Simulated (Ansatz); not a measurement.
Relaxation of CH9AlSSi2 (14 atoms, charge 0, multiplicity 1), to a largest force component of 0.02 eV/Å in at most 40 steps.

All numbers below come from Ansatz 0.2.0, RKS BLYP-D4/STO-3G.

```xyz
14
Properties=species:S:1:pos:R:3
Si -1.794 -0.560 -0.987
C -0.733 -1.553 0.084
Al 0.043 -0.393 1.475
S 2.390 -0.050 1.505
Si 2.170 1.501 0.033
H -1.060 0.574 -1.629
H -2.889 0.075 -0.178
H -2.394 -1.349 -2.049
H -1.316 -2.343 0.603
H 0.080 -1.991 -0.511
H -0.874 0.406 2.522
H 1.618 0.982 -1.179
H 1.261 2.614 0.548
H 3.484 2.057 -0.206
```

Where does it end, and by what steps?

The forces met the threshold. The force dipped under the threshold on the way, but the program's further checks kept it going. Limits of this set-up: minimal basis. After 26 steps the energy has fallen by 1.078 eV; H13 moved furthest, 1.91 Å.

| step | energy less start (eV) | largest force component (eV/Å) | accepted |
| --- | --- | --- | --- |
| 0 | 0.0000 | 2.859 | yes |
| 1 | -0.6455 | 0.873 | yes |
| 2 | -0.7090 | 0.274 | yes |
| 3 | -0.7174 | 0.148 | yes |
| 4 | -0.7383 | 0.309 | yes |
| 5 | -0.7633 | 0.400 | yes |
| 6 | -0.7961 | 0.541 | yes |
| 7 | -0.8402 | 0.501 | yes |
| 8 | -0.8845 | 0.640 | yes |
| 9 | -0.9742 | 0.231 | yes |
| 10 | -1.0086 | 0.253 | yes |
| 11 | -1.0406 | 0.137 | yes |
| 12 | -1.0504 | 0.164 | yes |
| 13 | -1.0544 | 0.181 | yes |
| 14 | -1.0572 | 0.144 | yes |
| 15 | -1.0614 | 0.071 | yes |
| 16 | -1.0657 | 0.092 | yes |
| 17 | -1.0662 | 0.284 | yes |
| 18 | -1.0710 | 0.137 | yes |
| 19 | -1.0716 | 0.056 | yes |
| 20 | -1.0748 | 0.056 | yes |
| 21 | -1.0759 | 0.091 | yes |
| 22 | -1.0765 | 0.074 | yes |
| 23 | -1.0773 | 0.040 | yes |
| 24 | -1.0776 | 0.016 | yes |
| 25 | -1.0777 | 0.013 | yes |
| 26 | -1.0778 | 0.009 | yes |

```xyz
14
Properties=species:S:1:pos:R:3
Si -1.929 -0.190 -0.825
C -0.553 -1.170 0.020
Al -0.029 -0.429 1.718
S 1.526 0.991 1.877
Si 2.181 1.145 -0.156
H -1.513 1.188 -1.040
H -3.118 -0.164 0.014
H -2.298 -0.756 -2.116
H -0.915 -2.206 0.163
H 0.302 -1.235 -0.679
H -0.741 -0.790 2.999
H 2.696 -0.119 -0.674
H 1.122 1.583 -1.057
H 3.256 2.123 -0.215
```

Whether the end is a true minimum wasn't checked by a vibrational analysis.

Time of the run: 2.2 min on 1 thread of Arm Neoverse N1, on a shared host, peak memory 0.16 GiB.
